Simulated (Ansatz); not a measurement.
Cl₂FH₃SiSn, SMILES `[F][Sn]([SiH3])([Cl])[Cl]`. Total charge 0; spin multiplicity 1. Sn: def2 effective core potential. All single points use the PBE0-D4/def2-TZVP geometry.

```xyz
8

F    -2.015   -1.494    0.443
Sn   -0.927    0.068    0.616
Si    1.191   -0.131   -0.816
Cl   -2.337    1.802    0.032
Cl   -0.552    0.240    2.889
H     1.953    1.124   -0.622
H     0.750   -0.297   -2.219
H     1.937   -1.311   -0.323
```

Problem. What is the dipole moment at ωB97M-V/def2-TZVPP? (An estimate is asked.)

Solution. Computed: 4.49 D, with components (3.87, 0.28, -2.26) D in this frame, pointing from negative to positive charge.

Problem. And with PBE, r2SCAN, B3LYP? (An estimate is asked.)

Solution. The calculation gave: PBE 4.25 D, r2SCAN 4.41 D, B3LYP 4.47 D.

Problem. Give the Mulliken charges with ωB97M-V, B3LYP, PBE in def2-TZVPP. (An estimate is asked.)

Solution. The calculation gave: 
```json
{"atom": "F1", "ωB97M-V": "-0.46", "B3LYP": "-0.47", "PBE": "-0.42"}
{"atom": "Sn2", "ωB97M-V": "0.99", "B3LYP": "1.10", "PBE": "1.03"}
{"atom": "Si3", "ωB97M-V": "0.02", "B3LYP": "0.09", "PBE": "0.03"}
{"atom": "Cl4", "ωB97M-V": "-0.31", "B3LYP": "-0.34", "PBE": "-0.32"}
{"atom": "Cl5", "ωB97M-V": "-0.31", "B3LYP": "-0.34", "PBE": "-0.32"}
{"atom": "H6", "ωB97M-V": "0.03", "B3LYP": "-0.01", "PBE": "0.00"}
{"atom": "H7", "ωB97M-V": "0.03", "B3LYP": "-0.01", "PBE": "0.00"}
{"atom": "H8", "ωB97M-V": "0.03", "B3LYP": "-0.01", "PBE": "0.00"}
```

B3LYP here is the variant with VWN-RPA as its local correlation; programs differ in this.
